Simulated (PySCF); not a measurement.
C$_{2}$H$_{3}$O$_{2}$ (SMILES CO[C-]=O), charge -1, singlet, geometry from GFN2-xTB (in this run its highest filled SCF level lies above zero, so its values depend strongly on the basis, on diffuse functions most of all). Base run: TPSS/STO-3G (PySCF).

Here is a job for PySCF.
```python
from pyscf import gto, scf, dft

mol = gto.M(
    atom='''
C    -1.154129   -0.133685   -0.004759
O    -0.726708   -1.119467    0.601489
O     0.009632    0.801733   -0.467424
C     1.286913    0.412188   -0.148326
H     1.794436    1.158845    0.491028
H     1.240270   -0.545558    0.407536
H     1.905198    0.257566   -1.052575
''',
    basis='sto-3g',
    charge=-1,
    spin=0,
    verbose=4,
)

mf = dft.RKS(mol)
mf.xc = 'tpss'
mf.kernel()
mf.analyze()
```

The base run was repeated with changes; each row names its change, and settings that it needs were set with it.

```tsv
change	ΔE vs base (mEh)	SCF cycles	outcome
base	0.000	10	converged
conv_tol_grad = 1e-7	0.000	11	converged
solver = newton; init_guess = 1e	1039.5	-	another SCF solution
diis_space = 2	0.000	46	converged
init_guess = sap	0.000	14	converged
diis_space = 4	0.000	9	converged
DIIS = EDIIS	-	50	not converged
level_shift = 1.0 (with mf.max_cycle = 100)	0.000	29	converged
init_guess = huckel	0.000	14	converged
init_guess = mod_huckel	0.000	11	converged
conv_tol = 1e-11	0.000	10	converged
diis_space = 12	0.000	10	converged
init_guess = vsap	0.000	11	converged
```

A guess, shift, damping, solver or small numerical setting can't move a converged solution much, so rows marked as another SCF solution ended in a different state.
